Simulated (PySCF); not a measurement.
Compound: C6H10FN3.
Bonds: C1–C2, C2–C3 (aromatic), C3–F4, C3–N5 (aromatic), N5–N6 (aromatic), N6–N7 (aromatic), N7–C8, C8–C9, C8–C10, C2–N7 (aromatic). Hydrogens: H11, H12, H13 on C1; H14 on C8; H15, H16, H17 on C9; H18, H19, H20 on C10.

The same species was optimised twice, with GFN2-xTB and with PBE0-D3(BJ)/def2-SVP (PySCF), and the same property calculations (PySCF, gas phase) were run on both structures.

| coordinate | GFN2-xTB | PBE0-D3(BJ)/def2-SVP | change |
| --- | --- | --- | --- |
| N5–N6 (Å) | 1.282 | 1.297 | +0.015 |
| C3–F4 (Å) | 1.330 | 1.317 | -0.013 |
| N7–C8 (Å) | 1.447 | 1.461 | +0.014 |
| C8–C10 (Å) | 1.526 | 1.521 | -0.005 |
| C2–N7 (Å) | 1.355 | 1.361 | +0.006 |
| C8–C9 (Å) | 1.526 | 1.522 | -0.004 |
| C2–C3 (Å) | 1.385 | 1.381 | -0.004 |
| C3–N5 (Å) | 1.336 | 1.335 | -0.001 |
| C1–C2 (Å) | 1.481 | 1.482 | +0.001 |
| N6–N7 (Å) | 1.327 | 1.328 | +0.001 |
| C9–C8–C10 (°) | 111.4 | 113.0 | +1.6 |
| N7–C8–C10 (°) | 109.0 | 110.2 | +1.2 |
| N5–N6–N7 (°) | 109.4 | 108.3 | -1.1 |
| C2–N7–N6 (°) | 110.5 | 111.6 | +1.1 |
| F4–C3–N5 (°) | 123.2 | 122.1 | -1.1 |
| N7–C8–C9 (°) | 109.0 | 110.0 | +1.0 |
| C2–C3–N5 (°) | 110.0 | 110.8 | +0.8 |
| C3–C2–N7 (°) | 102.2 | 101.5 | -0.7 |
| N6–N7–C8–C9 (°) | 61 | 65 | +4 |

Rotational constants: A = 2491, B = 941.8, C = 804.5 MHz (GFN2-xTB) against A = 2468, B = 937.9, C = 801.1 MHz (PBE0-D3(BJ)/def2-SVP). Atoms that the bonding makes alike are paired by their places after alignment.

On the GFN2-xTB structure: HOMO (eV) -7.07 [PBE0/pcSseg-1]; LUMO (eV) -0.08 [PBE0/pcSseg-1]; dipole (D) 5.58 [PBE0/pcSseg-1]; GIAO shielding of C1 (ppm) 178.6 [PBE0/pcSseg-1]; GIAO shielding of C2 (ppm) 68.4 [PBE0/pcSseg-1]; GIAO shielding of C3 (ppm) 18.0 [PBE0/pcSseg-1]; GIAO shielding of F4 (ppm) 333.3 [PBE0/pcSseg-1]; GIAO shielding of N5 (ppm) -90.6 [PBE0/pcSseg-1]; GIAO shielding of N6 (ppm) -105.9 [PBE0/pcSseg-1]; GIAO shielding of N7 (ppm) -10.0 [PBE0/pcSseg-1]; GIAO shielding of C8 (ppm) 135.4 [PBE0/pcSseg-1].

Problem. What do these properties become on the PBE0-D3(BJ)/def2-SVP structure?

Solution. 
| property | level | on GFN2-xTB | on PBE0-D3(BJ)/def2-SVP | change |
| --- | --- | --- | --- | --- |
| HOMO (eV) | PBE0/pcSseg-1 | -7.07 | -7.08 | -0.01 |
| LUMO (eV) | PBE0/pcSseg-1 | -0.08 | -0.14 | -0.06 |
| dipole (D) | PBE0/pcSseg-1 | 5.58 | 5.62 | +0.04 |
| energy, GFN2-xTB geometry as zero (kcal/mol) | PBE0/pcSseg-1 | 0.0 | -1.0 | -1.0 |
| GIAO shielding of C1 (ppm) | PBE0/pcSseg-1 | 178.6 | 177.2 | -1.4 |
| GIAO shielding of C2 (ppm) | PBE0/pcSseg-1 | 68.4 | 69.7 | +1.3 |
| GIAO shielding of C3 (ppm) | PBE0/pcSseg-1 | 18.0 | 19.1 | +1.1 |
| GIAO shielding of F4 (ppm) | PBE0/pcSseg-1 | 333.3 | 334.6 | +1.3 |
| GIAO shielding of N5 (ppm) | PBE0/pcSseg-1 | -90.6 | -96.5 | -5.9 |
| GIAO shielding of N6 (ppm) | PBE0/pcSseg-1 | -105.9 | -111.7 | -5.8 |
| GIAO shielding of N7 (ppm) | PBE0/pcSseg-1 | -10.0 | -14.5 | -4.5 |
| GIAO shielding of C8 (ppm) | PBE0/pcSseg-1 | 135.4 | 133.6 | -1.8 |

The heavy atoms differ by 0.036 Å rms after alignment (one structure mirrored). Among bonds between heavy atoms N5–N6 and N7–C8 change most and about equally (+0.014 to +0.015 Å). Changes are differences of the printed values. Neither structure is proved a minimum here.

Conformer computed: `[CH3:1][c:2]1[c:3]([F:4])[n:5][n:6][n:7]1[CH:8]([CH3:9])[CH3:10]`: N6–N7–C8–C9 65°.
